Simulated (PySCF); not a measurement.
SCF from a fresh guess for singlet VNF2, at the PBE0 minimum. PySCF input:

```python
from pyscf import gto, scf, dft
mol = gto.M(atom='''
V     -0.030027    -0.052010    -0.173271
N     -0.758058    -1.313027     0.185530
F      1.670200    -0.228481     0.159078
F     -1.032999     1.332173     0.159078''',
    basis={'V': 'def2-SVP', 'N': 'def2-SVP', 'F': 'def2-SVP'},
    charge=0, spin=0)
mf = dft.RKS(mol, xc='PBE0')
mf.grids.atom_grid = (50, 194)
aux = {'V': 'def2-universal-JKFIT', 'N': 'def2-universal-JKFIT', 'F': 'def2-universal-JKFIT'}
mf = mf.density_fit(auxbasis=aux)
mf.conv_tol = 1e-08
mf.diis_space = 10
mf.max_cycle = 60
mf.init_guess = 'minao'
mf.verbose = 4
mf.kernel()
```

Excerpt of the output (cycles and frontier levels):

```
init E= -1197.5203113773
  HOMO = -0.415120680631143  LUMO = -0.255267238240401  gap/eV = 4.34983
cycle= 1 E= -1197.53309127304  delta_E= -0.0128  |g|= 0.994  |ddm|= 2.72
  HOMO = -0.249358409595157  LUMO = -0.21680812108439  gap/eV = 0.88574
cycle= 2 E= -1193.70781359952  delta_E= 3.83  |g|=  5.1  |ddm|= 2.53
  HOMO = -0.276331319405938  LUMO = -0.10128737314679  gap/eV = 4.76319
cycle= 3 E= -1197.64308372275  delta_E= -3.94  |g|= 0.584  |ddm|= 2.19
  HOMO = -0.305110928316019  LUMO = -0.150844285314005  gap/eV = 4.19781
cycle= 4 E= -1197.62863232363  delta_E= 0.0145  |g|= 0.639  |ddm|= 0.63
  HOMO = -0.331425576637082  LUMO = -0.151094675935572  gap/eV = 4.90705
cycle= 5 E= -1197.70289075385  delta_E= -0.0743  |g|= 0.0853  |ddm|= 0.331
  HOMO = -0.32327715949768  LUMO = -0.140600173536112  gap/eV = 4.97089
cycle= 6 E= -1197.70433805639  delta_E= -0.00145  |g|= 0.0159  |ddm|= 0.052
  HOMO = -0.323560411211726  LUMO = -0.139833530926871  gap/eV = 4.99946
cycle= 7 E= -1197.7043835999  delta_E= -4.55e-05  |g|= 0.00193  |ddm|= 0.00792
  HOMO = -0.323766182040869  LUMO = -0.139985021974453  gap/eV = 5.00094
cycle= 8 E= -1197.70438461535  delta_E= -1.02e-06  |g|= 0.000448  |ddm|= 0.00178
  HOMO = -0.323774022561838  LUMO = -0.139998192004  gap/eV = 5.00080
cycle= 9 E= -1197.70438468068  delta_E= -6.53e-08  |g|= 0.000388  |ddm|= 0.000781
  HOMO = -0.323773799768273  LUMO = -0.140003037282165  gap/eV = 5.00066
cycle= 10 E= -1197.70438470989  delta_E= -2.92e-08  |g|= 0.000132  |ddm|= 0.000307
  HOMO = -0.323773791092282  LUMO = -0.140009724235833  gap/eV = 5.00047
cycle= 11 E= -1197.70438471504  delta_E= -5.15e-09  |g|= 2.27e-05  |ddm|= 0.000189
  HOMO = -0.323774685124989  LUMO = -0.140005426849969  gap/eV = 5.00062
Extra cycle  E= -1197.70438471339  delta_E= 1.65e-09  |g|= 9.95e-05  |ddm|= 6.2e-05
converged SCF energy = -1197.70438471339
```

No lower solution of this spin was found by a stability analysis within the restricted form, which does not test spin polarisation.

Stability towards spin polarisation was not tested.

The search for the lowest solution, with the stability check, took 5.3 s on 2 threads of a shared Arm Neoverse N1 host, with 73 basis functions; the process peaked at 0.31 GiB.
